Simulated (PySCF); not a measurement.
Order these species by their calculated properties.

Each SMILES stands for a single optimised conformer of the isolated species, non-relativistic unless stated; the electronic structure was computed with PySCF and density fitting.

Dipoles, sizes and rotational constants follow the conformer. The torsions of the flexible species, by atom-mapped SMILES:
- `[CH2:1]=[CH:2][P@:3]([CH3:4])(=[S:5])[CH2:6][S:7][CH3:8]`: C1–C2–P3–C4 126°, C2–P3–C6–S7 48°, P3–C6–S7–C8 77°
- `[CH3:1][O:2][c:3]1[cH:4][c:5]([CH3:6])[cH:7][cH:8][p:9]1`: C1–O2–C3–C4 180°
- `[CH3:1][CH2:2][C@@H:3]1[CH2:4][CH2:5][C@H:6]1[CH3:7]`: C1–C2–C3–C4 -71°
- `[CH3:1][S:2](=[O:3])(=[O:4])[c:5]1[cH:6][cH:7][c:8]([Cl:9])[cH:10][cH:11]1`: C1–S2–C5–C6 -89°
- `[CH3:1][c:2]1[cH:3][cH:4][cH:5][cH:6][c:7]1[S:8](=[O:9])(=[O:10])[Cl:11]`: C6–C7–S8–O9 135°
- `[CH3:1][CH:2]([CH3:3])[P@@H:4](=[S:5])[CH2:6][C:7]#[N:8]`: C1–C2–P4–S5 62°, C2–P4–C6–C7 46°

The conformers of `C#C[C@@H]1C=C[C@@H](Cl)[SiH2]C1`, `C#C[C@@H]1C=C[C@H](Cl)[C@H]1[SiH3]` and `C#CP1CCC(=O)CC1` aren't listed.

(1) Rank by HOMO energy, lowest first (PBE0/pcSseg-1 at GFN2-xTB geometries).
A. `C=C[P@](C)(=S)CSC`
B. `C#C[C@@H]1C=C[C@@H](Cl)[SiH2]C1`
C. `COC1=PC=CC(C)=C1`
D. `[SiH3][C@@H]1[C@H](C=C[C@H]1C#C)Cl`
E. `C#CP1CCC(=O)CC1`
F. `CC[C@@H]1CC[C@H]1C`

(2) Rank by HOMO–LUMO gap, lowest first (PBE0/pcSseg-1 at GFN2-xTB geometries).
A. `C#C[C@@H]1C=C[C@H](Cl)[C@H]1[SiH3]`
B. `C#CP1CCC(=O)CC1`
C. `Cl[C@H]1[SiH2]C[C@H](C#C)C=C1`
D. `CC1=CC=CC=C1S(=O)(=O)Cl`
E. `CC(C)[P@@H](=S)CC#N`
F. `COC1=PC=CC(C)=C1`
G. `c1(ccc(S(C)(=O)=O)cc1)Cl`
H. `CC[C@@H]1CC[C@H]1C`

(3) Give the two extremes of that set in kcal/mol.

(4) Rank by smallest rotational constant, highest first (GFN2-xTB).
A. `COC1=PC=CC(C)=C1`
B. `CS(=O)(=O)C1=CC=C(Cl)C=C1`
C. `CC[C@@H]1CC[C@H]1C`
D. `C=C[P@](C)(=S)CSC`

(5) Rank by dipole moment, highest first (PBE0/pcSseg-1 at GFN2-xTB geometries).
A. `CS(=O)(=O)c1ccc(Cl)cc1`
B. `c1(ccccc1S(=O)(=O)Cl)C`
C. `C=C[P@](C)(=S)CSC`
D. `COc1cc(C)ccp1`
E. `[C@@H]1(C)[SiH2]C=C1C#CCCl`
F. `CC(C)[P@@H](=S)CC#N`

(6) By how much do the two ends of that ranking differ?

## Answers

(1) F (-8.02 eV), D (-7.81 eV), B (-7.54 eV), E (-7.04 eV), C (-6.48 eV), A (-6.19 eV).

(2) F (5.32 eV), D (6.02 eV), G (6.34 eV), B (6.49 eV), C (6.69 eV), E (6.81 eV), A (7.39 eV), H (9.63 eV).

(3) `COc1cc(C)ccp1`: 123 kcal/mol; `CC[C@@H]1CC[C@H]1C`: 222 kcal/mol.

(4) C (1.387 GHz), D (0.855 GHz), A (0.761 GHz), B (0.376 GHz).

(5) B (4.99 D), A (4.09 D), C (3.00 D), E (1.50 D), F (1.01 D), D (0.85 D).

(6) By 4.14 D, between `Cc1ccccc1S(=O)(=O)Cl` and `COc1cc(C)ccp1`.
